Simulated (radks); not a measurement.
Question: Species: Sn-. Configuration: [Kr] 4d10 5s2 5p3. Calculated with a radial shooting solver on a logarithmic mesh with Libxc functionals: scalar-relativistic Kohn-Sham, PBEsol, spin-unpolarised, spherical densities, finite nucleus; Fermi nuclear charge, rms radius 4.6519 fm; hard spherical wall at 3 bohr. Some entries of the table are withheld. Estimate them.

| orbital | occ. | eigenvalue (eV) | <1/r> (bohr^-1) |
|---|---|---|---|
| 1s | 2 | -28962.43 | 53.06 |
| 2s | 2 | -4344.281 | 12.11 |
| 2p | 6 | -3897.181 | 11.64 |
| 3s | 2 | (1) | 4.297 |
| 3p | 6 | -665.5914 | (2) |
| 3d | 10 | -440.4749 | 3.862 |
| 4s | 2 | -102.6503 | 1.688 |
| 4p | 6 | -58.8070 | 1.525 |
| 4d | 10 | (3) | 1.193 |
| 5s | 2 | 22.0052 | 0.7153 |
| 5p | 3 | 35.1098 | 0.7051 |
| 4f | 0 | 56.9502 | 0.6849 |
| 5d | 0 | 59.6869 | 0.7762 |
| 6s | 0 | 102.3023 | 0.8432 |

Answer: 
(1) 3s eigenvalue (eV): -811.6691
(2) 3p <1/r> (bohr^-1): 4.092
(3) 4d eigenvalue (eV): 3.9612
